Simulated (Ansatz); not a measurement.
`C[CH2][Sn][Cl]` + H₂O → `C[CH2][Sn][OH]` + HCl at 600 K and 1 bar (formal hydrolysis of the Sn–Cl bond).

Computed with Ansatz on PBE0-D4/def2-TZVP structures; ΔE is electronic, products minus reactants. CBS: MP2 limit from def2 TZ/QZ plus the TZ coupled-cluster correction, frozen cores. This one scheme is used for every species. Elements past krypton have def2 core potentials. For Sn outer-core shells are correlated without core-valence functions, which leaves a few kJ/mol of doubt a bond. Each species was taken in one conformer, which may not be the lowest.

```csv
species,CCSD(T)/CBS energy (Eh),H − E (kJ/mol),S (J/(mol·K))
`C[CH2][Sn][Cl]`,-752.96755,223.2,431.5
H₂O,-76.37941,76.8,212.8
`C[CH2][Sn][OH]`,-368.93756,258.2,422.7
HCl,-460.38127,35.4,207.2
```

H − E and S are ideal-gas, rigid-rotor, harmonic terms from PBE0-D4/def2-TZVP, for one conformer and one mirror image of each species. 1 Eh = 2625.50 kJ/mol, R = 8.31446 J/(mol·K).

Task: By hand: ΔE, ΔH, ΔS and ΔG.

Result: ΔE = (-368.93756) + (-460.38127) − (-752.96755) − (-76.37941) = 0.02813 Eh = 73.9 kJ/mol. Δ(H − E) = 258.2 + 35.4 − 223.2 − 76.8 = -6.4, so ΔH = 67.5 kJ/mol. ΔS = 422.7 + 207.2 − 431.5 − 212.8 = -14.4 J/(mol·K). ΔG = 67.5 − 600 × (-14.4)/1000 = 76.1 kJ/mol.

Task: By hand: the equilibrium constant, and the temperature at which ΔG would vanish if ΔH and ΔS stayed fixed.

Result: log₁₀ K = −ΔG/(RT ln 10) = -6.6. ΔH and −TΔS have one sign here, so there is no such temperature.

The number of gas molecules stays the same, so ΔS is small and ΔH decides. A doubt of 5 kJ/mol in ΔE shifts log₁₀ K by 0.4 here. Other conformers and mirror images would add mixing entropy, several J/(mol·K) or more a flexible species. Modes under 60 cm⁻¹, often nearly free rotors, make the harmonic entropy too high. These are equilibria of isolated gas molecules and say nothing of rates. Largest T1 diagnostic: 0.016 (customary marks: 0.02 for closed shells, 0.045 for open ones).
